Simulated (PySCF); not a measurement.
Geometry (Å), atoms numbered from 1 in this order:
```xyz
16

C     2.0906   -0.0326   -0.7675
C     0.6709   -0.1199   -0.3306
C    -0.0984   -1.1952   -0.2459
C    -1.4829   -0.8738    0.2329
C    -1.3604    0.5731    0.7262
Cl   -1.1808    0.5895    2.5099
C    -0.0846    1.1194    0.0775
H     2.7132    0.3326    0.0491
H     2.1886    0.6658   -1.5983
H     2.4577   -1.0067   -1.0792
H     0.1884   -2.2023   -0.4912
H    -2.2003   -0.9357   -0.5911
H    -1.8202   -1.5487    1.0201
H    -2.2444    1.1756    0.5198
H     0.4868    1.7487    0.7605
H    -0.3317    1.7193   -0.8035
```

Geometry: GFN2-xTB; GIAO shifts from PySCF 2.14, gas phase, non-relativistic, averaged over equivalent atoms.

At PBE/pcSseg-1 (171 basis functions, 23 s wall time on 1 thread of an AMD EPYC 9R14, shared host):
```json
{"atoms": "C2", "δ (ppm)": "144.4"}
{"atoms": "C3", "δ (ppm)": "127.4"}
{"atoms": "C5", "δ (ppm)": "66.1"}
{"atoms": "C7", "δ (ppm)": "55.8"}
{"atoms": "C4", "δ (ppm)": "52.5"}
{"atoms": "C1", "δ (ppm)": "19.9"}
{"atoms": "H11", "δ (ppm)": "5.51"}
{"atoms": "H14", "δ (ppm)": "4.55"}
{"atoms": "H12", "δ (ppm)": "3.21"}
{"atoms": "H16", "δ (ppm)": "3.04"}
{"atoms": "H13", "δ (ppm)": "2.83"}
{"atoms": "H15", "δ (ppm)": "2.55"}
{"atoms": "H8/H9/H10", "δ (ppm)": "1.95"}
```

Shifts are taken against calculated references (same method and geometry level): ¹³C (σ = 182.62 ppm) and ¹H (σ = 31.64 ppm) against TMS.

Q: What do these become at PBE0/pcSseg-1?

A: 
```tsv
atoms	δ at PBE0/pcSseg-1	change
C2	145.8	+1.4
C3	129.2	+1.8
C5	63.2	-2.9
C7	53.6	-2.2
C4	50.2	-2.3
C1	19.3	-0.6
H11	5.57	+0.06
H14	4.41	-0.14
H12	3.09	-0.12
H16	2.94	-0.10
H13	2.75	-0.08
H15	2.50	-0.05
H8/H9/H10	1.94	-0.01
```

Scale: ¹³C (σref 186.93) and ¹H (σref 31.72) against TMS (reference shieldings calculated alike).

The largest change is at C5 (sp3 CH bonded to Cl). Cost: 171 basis functions, 15 s wall time on 1 thread of an AMD EPYC 9R14, shared host. The order of the carbon signals is the same at both levels.

Carbons that carry Cl, above all several Cl atoms, come out too deshielded, partly because spin–orbit coupling is missing.
